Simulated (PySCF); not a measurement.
**Simulated absorption spectrum**

Compound: CH9FOSi3.
SMILES with atom numbers: `[CH3:1][O:2][SiH2:3][Si@H:4]([F:5])[SiH3:6]` (hydrogens: H7, H8, H9 on C1; H10, H11 on Si3; H12 on Si4; H13, H14, H15 on Si6)

Theory: TDDFT CAM-B3LYP/def2-SVPD, vertical, gas phase, core orbitals frozen in the response in PySCF 2.14.0, density-fitted response routines. The structure is a single GFN2-xTB conformer in the gas phase; no vibrational or solvent corrections. Torsions of this conformer, `[CH3:1][O:2][SiH2:3][Si@H:4]([F:5])[SiH3:6]`: C1–O2–Si3–Si4 54°, O2–Si3–Si4–F5 -83°.

Computed states:

| state | E (eV) | f |
| --- | --- | --- |
| S1 | 5.42 | 0.022 |
| S2 | 6.01 | 0.055 |
| S3 | 6.39 | 0.016 |
| S4 | 6.89 | 0.024 |
| S5 | 7.03 | 0.041 |
| S6 | 7.17 | 0.080 |
| S7 | 7.46 | 0.022 |
| S8 | 7.54 | 0.105 |

Each state is given a Gaussian of 0.4 eV full width at half maximum, with ε(max) = 2.175×10⁸ f / Δν̃ (Δν̃ the width in cm⁻¹). The cross-section is σ = 3.8235×10⁻²¹ ε cm², given in Mb (10⁻¹⁸ cm²). The width is an assumption, not a result. The curve ends short of the highest state used, and states not computed would add to its high-energy end.

Question: Give the broadened spectrum and its maxima.

Answer: 
| E (eV) | σ (Mb) |
| --- | --- |
| 4.82 | 0.01 |
| 4.86 | 0.03 |
| 4.90 | 0.05 |
| 4.93 | 0.09 |
| 4.97 | 0.17 |
| 5.01 | 0.31 |
| 5.05 | 0.53 |
| 5.09 | 0.86 |
| 5.13 | 1.32 |
| 5.16 | 1.75 |
| 5.20 | 2.43 |
| 5.24 | 3.21 |
| 5.28 | 3.99 |
| 5.32 | 4.71 |
| 5.36 | 5.26 |
| 5.40 | 5.56 |
| 5.43 | 5.60 |
| 5.47 | 5.42 |
| 5.51 | 5.02 |
| 5.55 | 4.52 |
| 5.59 | 4.06 |
| 5.63 | 3.80 |
| 5.67 | 3.89 |
| 5.70 | 4.24 |
| 5.74 | 5.13 |
| 5.78 | 6.49 |
| 5.82 | 8.21 |
| 5.86 | 10.10 |
| 5.90 | 11.93 |
| 5.93 | 13.09 |
| 5.97 | 14.19 |
| 6.01 | 14.63 |
| 6.05 | 14.36 |
| 6.09 | 13.50 |
| 6.13 | 12.20 |
| 6.17 | 10.72 |
| 6.20 | 9.62 |
| 6.24 | 8.29 |
| 6.28 | 7.20 |
| 6.32 | 6.34 |
| 6.36 | 5.67 |
| 6.40 | 5.11 |
| 6.44 | 4.62 |
| 6.47 | 4.29 |
| 6.51 | 3.93 |
| 6.55 | 3.73 |
| 6.59 | 3.80 |
| 6.63 | 4.24 |
| 6.67 | 5.14 |
| 6.70 | 6.16 |
| 6.74 | 7.99 |
| 6.78 | 10.35 |
| 6.82 | 13.17 |
| 6.86 | 16.36 |
| 6.90 | 19.77 |
| 6.94 | 23.20 |

Maxima: 229 nm (5.42 eV), ε about 1500, made up of S1 (99%); 206 nm (6.01 eV), ε about 3800, made up of S2 (97%) (ε in L mol⁻¹ cm⁻¹; maxima over ε = 5, shares over 10%). At its high-energy end, 6.94 eV, the curve is still rising (ε about 6100, from S4, S5 and S6).

Question: What would ε be at 6.01 eV, the highest of these maxima, with half the width (0.2 eV)?

Answer: About 7460 L mol⁻¹ cm⁻¹ against 3830, a factor of about 1.9; a lone state at its own centre would give exactly 2.

Question: On this curve, what absorbance would a 10⁻³ mol/L sample give at 193 nm over a 1 cm path?

Answer: 193 nm is 6.424 eV, where ε is about 1300 L mol⁻¹ cm⁻¹, so A = ε c l ≈ 1.3 (Beer–Lambert, with the gas-phase spectrum and the assumed width).

Question: Coming from long wavelengths, where does ε first pass 100 L mol⁻¹ cm⁻¹?

Answer: At about 247 nm (5.03 eV), 0.39 eV below S1.
